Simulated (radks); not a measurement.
Effect of the nuclear size on neutral terbium, [Xe] 4f9 6s2. All-electron calculation, Dirac Kohn-Sham, BLYP, spin-unpolarised, spherical densities, finite nucleus; open shells are shared between the two j in proportion to 2j + 1; Fermi nuclear charge, rms radius 5.06 fm. Program: a radial shooting solver on a logarithmic mesh with Libxc functionals. The rms radius is varied about that value; shifts are against it.

rms radius (fm)  total energy shift (eV)  density at nucleus (e/bohr^3)  1s1/2 shift (meV)  2s1/2 shift (meV)  5s1/2 shift (meV)  5p1/2 shift (meV)  6s1/2 shift (meV)  4f7/2 shift (meV)  6p1/2 (empty) shift (meV)
4.1239                             -7.62                      7.251e+05              -3140               -408              -3.04              0.359             -0.127              0.586                      0.103
4.7969                             -2.26                      6.967e+05               -929               -121             -0.902              0.106             -0.037              0.174                      0.031
5.06                                   0                       6.87e+05              0.000              0.000              0.000              0.000              0.000              0.000                      0.000
5.3585                              2.67                      6.767e+05               1100                143               1.07             -0.126              0.044             -0.205                     -0.036
6.1479                              10.3                      6.526e+05               4220                549               4.10             -0.483              0.171             -0.789                     -0.138

Slopes of the eigenvalues against <r^2> in GHz/fm^2, as finite differences over the two radii next to the reference (eigenvalue slopes, not the field-shift constants of lines): 1s1/2 86000, 2s1/2 11200, 5s1/2 83.4, 5p1/2 -9.83, 6s1/2 3.47, 4f7/2 -16.1, 6p1/2 (empty) -2.81.
